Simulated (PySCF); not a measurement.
# Computed records: AlBGeH4N, B2GeH6N

Computed with PySCF 2.14.0. Calculation on a computer-drawn molecule: the log of a Hartree-Fock and frozen-core CCSD(T) single point meant for a local Hartree-Fock minimum, with one planted fault or none, to be diagnosed. Offsets are logged minus clean, where the clean run is the same molecule without the fault. The reference is restricted for singlets and unrestricted otherwise, and also for a bond in bohr or an excited solution. Adding or removing an electron swaps singlet and doublet. The excited solution moves the top pair (singlet) or top alpha electron (doublet) to the lowest empty orbital. Highest occupied and lowest empty are orbital energies over both spins, largest force is the largest gradient component, triples share is (T) over the correlation energy, the T1 limit is 0.02 restricted and 0.045 unrestricted, electrons count all cores, a negative frequency is imaginary (commonest isotopes), and the dipole is about the centre of nuclear charge; on germanium a core potential holds 10 electrons, which the energies leave out, and 3d is frozen in MP2 and coupled-cluster steps.

Common to all runs: meant charge 0; meant multiplicity 2; meant basis and core potential on germanium cc-pVDZ-PP ECP10MDF; logged SCF converged yes; logged SCF stable within its kind yes; possible faults no fault, one electron removed, one electron added, multiplicity raised by two, geometry at a saddle point, SCF held on an excited solution, minimal basis STO-3G, one bond length entered in bohr, all coordinates scaled.

(1) AlBGeH4N

Logged structure:
```xyz
8
AlBGeH4N
B     -2.3567    -1.4579     1.0653
Ge    -1.4799     0.3601     1.0268
Al     0.7506     0.0505     0.1059
N      2.1774    -0.2095    -0.4770
H     -2.3232    -2.3199     1.8542
H     -2.2028     1.3204     0.1331
H     -1.3230     0.9926     2.3802
H      3.0670    -0.3399    -0.8408
```

* meant basis: cc-pV(D+d)Z
* logged electrons: 61
* logged basis functions: 94
* logged spin squared: 0.7567
* logged highest occupied: -9.1111 eV
* logged lowest empty: 0.40392 eV
* logged largest force: 0.025739 hartree/bohr
* logged T1 diagnostic: 0.024449
* logged D1 diagnostic: 0.066827
* logged triples share: 0.036502
* logged CC converged: yes
* logged dipole magnitude: 3.3735 debye
* logged energy HF: -616.63388 hartree
* logged energy CCSD(T): -617.07514 hartree
* planted fault: all coordinates scaled, by -2.1 %
* HF energy offset from clean run: 2.286 kcal/mol
* CCSD(T) energy offset from clean run: 4.549 kcal/mol

Drawn bonds:
```tsv
atom	other atom	order
1	2	1
2	3	1
3	4	2
1	5	1
2	6	1
2	7	1
4	8	1
```

(2) B2GeH6N

Logged structure:
```xyz
10
B2GeH6N
B     -1.0130    -3.2865     0.7457
Ge    -0.2639     0.3307     2.0447
B      0.2831     1.5746     0.4466
N      1.5525     2.1256     0.3771
H     -1.9907    -3.7997     0.2829
H     -1.5014     0.9058     2.7644
H      0.8644     0.2734     3.0952
H     -0.4975     1.8254    -0.4324
H      2.2620     1.9726     1.0637
H      1.8419     2.7251    -0.3692
```

* meant basis: cc-pVDZ
* logged electrons: 55
* logged basis functions: 95
* logged spin squared: 1.692
* logged highest occupied: -8.3349 eV
* logged lowest empty: 1.2158 eV
* logged largest force: 0.0088622 hartree/bohr
* logged CC converged: no
* logged dipole magnitude: 2.3126 debye
* logged energy HF: -400.54366 hartree
* planted fault: one bond length entered in bohr, row 1 of the drawn bonds
* HF energy offset from clean run: 62.57 kcal/mol

Drawn bonds:
```tsv
atom	other atom	order
1	2	1
2	3	1
3	4	1
1	5	1
2	6	1
2	7	1
3	8	1
4	9	1
4	10	1
```

Notes: CCSD not converged.
